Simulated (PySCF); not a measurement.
Species: AlEt2(NH2), C₄H₁₂AlN.
Structure used (PBE0-D3(BJ)/def2-SVP), in Å, numbered top down from 1:
```xyz
18
C4H12AlN angstrom
Al    -0.022   -0.028    0.010
C      1.841   -0.057    0.642
C      2.397   -1.425    1.039
H      1.922    0.648    1.490
H      2.470    0.396   -0.148
H      3.449   -1.378    1.366
H      1.825   -1.873    1.868
H      2.353   -2.144    0.204
C     -0.950    1.608   -0.574
C     -2.393    1.430   -1.048
H     -0.342    2.083   -1.367
H     -0.910    2.331    0.263
H     -2.855    2.380   -1.366
H     -2.460    0.740   -1.905
H     -3.035    1.013   -0.255
N     -0.918   -1.566   -0.038
H     -1.878   -1.673   -0.348
H     -0.551   -2.468    0.244
```

The closed-shell ground state was solved at several levels (PySCF, density fitting, gas phase, non-relativistic).

| level | basis functions | HOMO (eV) | LUMO (eV) | gap (eV) | dipole (D) |
| --- | --- | --- | --- | --- | --- |
| B3LYP/pcSseg-1 (pcSseg-2 on Al) | 188 | -6.76 | 0.10 | 6.86 | 0.59 |
| PBE0/pcSseg-1 (pcSseg-2 on Al) | 188 | -6.97 | 0.30 | 7.27 | 0.56 |
| CAM-B3LYP/def2-SVPD | 220 | -8.35 | 0.42 | 8.77 | 0.34 |

(1) What might PBE/pcSseg-1 (pcSseg-2 on Al) (188 basis functions) give for the same quantities?

(2) Over all these levels, which gives the widest orbital gap and which the narrowest?

(3) In the pcSseg-1 (pcSseg-2 on Al) basis, how does the gap go with the fixed share of exact exchange?

(4) How far do the dipole and the HOMO energy spread over the levels?

Results:

(1) HOMO -5.72 eV, LUMO -0.44 eV, gap 5.28 eV, dipole 0.64 D.

(2) CAM-B3LYP/def2-SVPD (range-separated hybrid) has the widest, 8.77 eV, and PBE/pcSseg-1 (pcSseg-2 on Al) (GGA) the narrowest, 5.28 eV. Functional and basis both differ between the two, so the spread mixes both effects.

(3) PBE (0 %) 5.28 eV; B3LYP (20 %) 6.86 eV; PBE0 (25 %) 7.27 eV. Each rise in the share widens the gap here.

(4) The dipole runs from 0.34 to 0.64 D (mean 0.53 D) and the HOMO from -8.35 to -5.72 eV.

One conformer stands for the species.
